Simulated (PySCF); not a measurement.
Correlation energy of Kr (krypton, neutral)

[Kr], closed-shell 1S. Calculation: PySCF 2.14, in x2c-TZVPall; scalar relativity by spin-free X2C-1e. Frozen: [Ar] 3d10; 8 electrons correlated.

MP2 pair energies summed by pair of shells (mhartree):

```json
{"pair": "4p-4p", "energy": "-124.91", "share (%)": "72.5"}
{"pair": "4s-4p", "energy": "-40.03", "share (%)": "23.2"}
{"pair": "4s-4s", "energy": "-7.45", "share (%)": "4.3"}
```

Total MP2 correlation energy: -172.39 mhartree.

Same-spin part -42.92 and opposite-spin part -129.47 mhartree; SCS-MP2 scales them by 1/3 and 6/5 to -169.67 mhartree.

| level | correlation energy (mhartree) |
| --- | --- |
| CCSD | -187.71 |
| (T) | -5.51 |
| CCSD(T) | -193.22 |

Diagnostics: T1 = 0.0020, D1 = 0.0054, largest double amplitude 0.042.

Cost of the coupled-cluster step: 0.39 s of wall time on 1 thread of Neoverse-N1 (shared host), for 8 correlated electrons.

Iterations:

```
CC2 = 0
CCSD nocc = 4, nmo = 34
frozen orbitals [0, 1, 2, 3, 4, 5, 6, 7, 8, 9, 10, 11, 12, 13]
max_cycle = 100
direct = 0
conv_tol = 1e-08
conv_tol_normt = 1e-06
diis_space = 8
diis_start_cycle = 0
Init t2, MP2 energy = -2788.35165524808  E_corr(MP2) -0.172389442541954
Init E_corr(CCSD) = -0.172389442598387
cycle = 1  E_corr(CCSD) = -0.18473278623244  dE = -0.0123433436  norm(t1,t2) = 0.0204134
cycle = 2  E_corr(CCSD) = -0.18708981190794  dE = -0.00235702568  norm(t1,t2) = 0.0051665
cycle = 3  E_corr(CCSD) = -0.187732857310382  dE = -0.000643045402  norm(t1,t2) = 0.00150169
cycle = 4  E_corr(CCSD) = -0.18771794594984  dE = 1.49113605e-05  norm(t1,t2) = 0.000143939
cycle = 5  E_corr(CCSD) = -0.187713273694434  dE = 4.67225541e-06  norm(t1,t2) = 1.70485e-05
cycle = 6  E_corr(CCSD) = -0.187713668239783  dE = -3.94545348e-07  norm(t1,t2) = 3.01313e-06
cycle = 7  E_corr(CCSD) = -0.187713706072717  dE = -3.7832934e-08  norm(t1,t2) = 5.52478e-07
cycle = 8  E_corr(CCSD) = -0.187713688442004  dE = 1.7630713e-08  norm(t1,t2) = 9.09387e-08
cycle = 9  E_corr(CCSD) = -0.187713688573867  dE = -1.3186352e-10  norm(t1,t2) = 1.37215e-08
CCSD converged
E(CCSD) = -2788.366979494116  E_corr = -0.1877136885738671
CCSD(T) correction = -0.00551162653043836
```
